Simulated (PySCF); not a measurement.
Lu⁵⁰⁺: ionisation energy

Lu⁵⁰⁺ [Ar] 3d3 [3d3/2^3, M_J = 3/2] → Lu⁵¹⁺ [Ar] 3d2 [3d3/2^2, M_J = 2], as a difference of total energies. Calculation: PySCF 2.14, in an uncontracted even-tempered set (15 s from 13 bohr⁻², ratio 2.8; 12 p from 17 bohr⁻², ratio 2.8; 8 d from 17 bohr⁻², ratio 2.8; 3 f from 55 bohr⁻², ratio 3); the two-component X2C-1e Hamiltonian. Correlated levels: [Ne] frozen; the 72 highest virtual spinors dropped. "Screened" scales the spin-orbit matrix elements by Boettger's factors to mimic the two-electron term; Breit and QED terms are absent.

| method | ionisation energy (eV) |
| --- | --- |
| GHF (spin-free) | 4509.5 |
| GMP2 (spin-free) | 4509.3 |
| GHF (screened spin-orbit) | 4533.8 |
| GMP2 (screened spin-orbit) | 4534.5 |

Breit and QED terms and the two-electron picture change are absent.

The spin-free rows relax to the high-spin LS determinant and lack the spin-orbit shift.

The labels give the starting determinants; with spin-orbit coupling the two ends relaxed to ⟨J²⟩ = 3.77, ⟨L²⟩ = 7.72, ⟨S²⟩ = 2.09 and ⟨J²⟩ = 6.01, ⟨L²⟩ = 10.16, ⟨S²⟩ = 1.54.

For comparison: 4532 ± 4 eV (theoretical estimate listed by NIST; NIST Atomic Spectra Database, ionization energies).
